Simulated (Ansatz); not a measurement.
`[I][Ga]([I])[I]` + H₂ → `[I][GaH][I]` + HI at 600 K and 1 bar (hydrogenolysis of a Ga–I bond).

Computed with Ansatz on PBE0-D4/def2-TZVP structures; ΔE is electronic, products minus reactants. CCSD(T)/CBS adds triple-zeta CCSD(T) − MP2 to the extrapolated MP2 energy (def2 sets, frozen cores). This one scheme is used for every species. Elements past krypton have def2 core potentials. For Ga, I outer-core shells are correlated without core-valence functions, which leaves a few kJ/mol of doubt a bond. Scalar relativity is left out up to krypton.

```json
{"species": "`[I][Ga]([I])[I]`", "CCSD(T)/CBS energy (Eh)": "-2816.42506", "H − E (kJ/mol)": "50.4", "S (J/(mol·K))": "442.0"}
{"species": "H₂", "CCSD(T)/CBS energy (Eh)": "-1.17544", "H − E (kJ/mol)": "43.9", "S (J/(mol·K))": "150.8"}
{"species": "`[I][GaH][I]`", "CCSD(T)/CBS energy (Eh)": "-2519.52154", "H − E (kJ/mol)": "58.7", "S (J/(mol·K))": "388.8"}
{"species": "HI", "CCSD(T)/CBS energy (Eh)": "-298.03592", "H − E (kJ/mol)": "31.6", "S (J/(mol·K))": "227.0"}
```

H − E and S are ideal-gas, rigid-rotor, harmonic terms from PBE0-D4/def2-TZVP. The MP2-based limit puts H₂ 0.8 mEh under its directly extrapolated value; such offsets cancel only in part. 1 Eh = 2625.50 kJ/mol, R = 8.31446 J/(mol·K).

Question: By hand: ΔE, ΔH, ΔS and ΔG.

Answer: ΔE = (-2519.52154) + (-298.03592) − (-2816.42506) − (-1.17544) = 0.04304 Eh = 113.0 kJ/mol. Δ(H − E) = 58.7 + 31.6 − 50.4 − 43.9 = -4.0, so ΔH = 109.0 kJ/mol. ΔS = 388.8 + 227.0 − 442.0 − 150.8 = 23.0 J/(mol·K). ΔG = 109.0 − 600 × (23.0)/1000 = 95.2 kJ/mol.

Question: By hand: the equilibrium constant, and the temperature at which ΔG would vanish if ΔH and ΔS stayed fixed.

Answer: log₁₀ K = −ΔG/(RT ln 10) = -8.3. ΔG = 0 at ΔH/ΔS = 4739 K, far beyond where these terms or the molecules hold.

ΔH outweighs TΔS. A doubt of 5 kJ/mol in ΔE shifts log₁₀ K by 0.4 here. Modes under 60 cm⁻¹, often nearly free rotors, make the harmonic entropy too high. These are equilibria of isolated gas molecules and say nothing of rates. Largest T1 diagnostic: 0.010 (customary marks: 0.02 for closed shells, 0.045 for open ones).
